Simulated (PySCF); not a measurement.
From computed data to an observable: entropy of an ideal gas

CH2N, SMILES [NH][CH] (connectivity only; charge and spin as stated), neutral, multiplicity 2.

Geometry optimised at B3LYP-D3(BJ)/def2-TZVPD.

PySCF 2.14.0 with B3LYP-D3(BJ)/def2-TZVPD gives the harmonic wavenumbers 908, 967, 1182, 1803, 3013, 3416 cm⁻¹ and the rotational temperatures 20.1219, 1.8700, 1.7110 K. The molar mass is 28.03 g/mol, the symmetry number 1, the spin multiplicity 2.

Question: Work out the entropy at 298.15 K and 1 atm in the rigid-rotor, harmonic-oscillator model.

Answer: 
Translation (Sackur–Tetrode at 1 atm): S = R[1.5 ln M + 2.5 ln T − 1.16487] = 150.3 J/(mol K).
Rotation: q = (√π/σ) T^1.5/√(θA θB θC) = 1140, S = R[ln q + 3/2] = 71.0 J/(mol K).
Vibration: with u = 1.4388 ν/T, each mode gives R[u/(e^u − 1) − ln(1 − e^−u)]:
```json
[
 {"ν (cm⁻¹)": "908", "modes": "1", "u": "4.38", "S (J/(mol K))": "0.57"},
 {"ν (cm⁻¹)": "967", "modes": "1", "u": "4.67", "S (J/(mol K))": "0.45"},
 {"ν (cm⁻¹)": "1182", "modes": "1", "u": "5.70", "S (J/(mol K))": "0.19"},
 {"ν (cm⁻¹)": "1803", "modes": "1", "u": "8.70", "S (J/(mol K))": "0.01"}
]
```
The stiffer modes add less than 0.005 each. Sum 1.2 J/(mol K).
Spin: R ln 2 = 5.8 J/(mol K).
Total 228.3 J/(mol K); the program's own thermochemistry gives 228.3. Translation makes up 66 % and vibration 1 %. Anharmonicity, hindered rotation and orbital degeneracy are left out.
